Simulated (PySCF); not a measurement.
Cards and structures have been mixed up. Pair them.

Structures:
1. `C1CCN2C1CCC2`
2. `FC(F)=C(F)C#CCCCl`
3. `O=Cc1coc(CC[SiH3])n1`
4. `O=C(O)Cc1cccc(F)c1`

Card P (geometry GFN2-xTB):
* Rotational constants A, B, C: 2.003, 0.716, 0.579 GHz
* HOMO energy (PBE0/pcSseg-1): -7.31 eV
* Isotropic shieldings of nuclei other than C and H, by class (GIAO PBE0/pcSseg-1): -96 (1 O), 123 (1 O), 285 (1 F) ppm
* Dipole moment (PBE0/pcSseg-1): 2.98 D
* Point group: C1
* 13C chemical shifts (computed TMS as zero) by class (GIAO PBE0/pcSseg-1): 176.3 (1 C), 173.3 (1 C), 143.1 (1 C), 135.7 (1 C), 130.1 (1 C), 122.3 (1 C), 120.5 (1 C), 44.6 (1 C) ppm

Card Q (geometry GFN2-xTB):
* Rotational constants A, B, C: 2.275, 0.633, 0.561 GHz
* Point group: C1
* Isotropic shieldings of nuclei other than C and H, by class (GIAO PBE0/pcSseg-1): -29 (1 N), -335 (1 O), 12 (1 O), 421 (1 Si) ppm
* 13C chemical shifts (computed TMS as zero) by class (GIAO PBE0/pcSseg-1): 192.1 (1 C), 170.1 (1 C), 149.2 (1 C), 147.0 (1 C), 29.8 (1 C), 10.2 (1 C) ppm

Card R (geometry GFN2-xTB):
* Rotational constants A, B, C: 3.604, 0.307, 0.285 GHz
* HOMO energy (PBE0/pcSseg-1): -7.18 eV
* Point group: C1
* 13C chemical shifts (computed TMS as zero) by class (GIAO PBE0/pcSseg-1): 174.9 (1 C), 124.3 (1 C), 111.6 (1 C), 74.2 (1 C), 47.7 (1 C), 26.8 (1 C) ppm

Card S (geometry GFN2-xTB):
* Rotational constants A, B, C: 3.659, 2.050, 1.562 GHz
* HOMO energy (PBE0/pcSseg-1): -5.81 eV
* Dipole moment (PBE0/pcSseg-1): 1.02 D
* Point group: C1
* Isotropic shieldings of nuclei other than C and H, by class (GIAO PBE0/pcSseg-1): 199 (1 N) ppm

Each SMILES stands for a single optimised conformer of the isolated species, non-relativistic unless stated; the electronic structure was computed with PySCF and density fitting. NMR classes are plain means over equivalent atoms (diastereotopic ones count apart unless rotation or inversion swaps them), as if these changed places fast.

**Question.** Which card belongs to which structure?

**Answer.** P = 4, Q = 3, R = 2, S = 1. What ties each card to its structure:
- 1 (card S), C7H13N, monoisotopic mass 111.1 u, 8 heavy atoms: an asymmetric top with C = 1.562 GHz, the highest such constant on the cards; dipole 1.02 D.
- 2 (card R), C6H4ClF3, monoisotopic mass 168.0 u, 10 heavy atoms: 6 C in 6 classes; the least shielded carbon (174.9 ppm) is a =CF2 carbon; an asymmetric top with C = 0.285 GHz, the lowest such constant on the cards.
- 3 (card Q), C6H9NO2Si, monoisotopic mass 155.0 u, 10 heavy atoms: 6 C in 6 classes; the least shielded carbon (192.1 ppm) is an aldehyde carbon; an asymmetric top with C = 0.561 GHz.
- 4 (card P), C8H7FO2, monoisotopic mass 154.0 u, 11 heavy atoms: 8 C in 8 classes; the least shielded carbon (176.3 ppm) is a carboxylic acid carbon; an asymmetric top with C = 0.579 GHz; dipole 2.98 D.
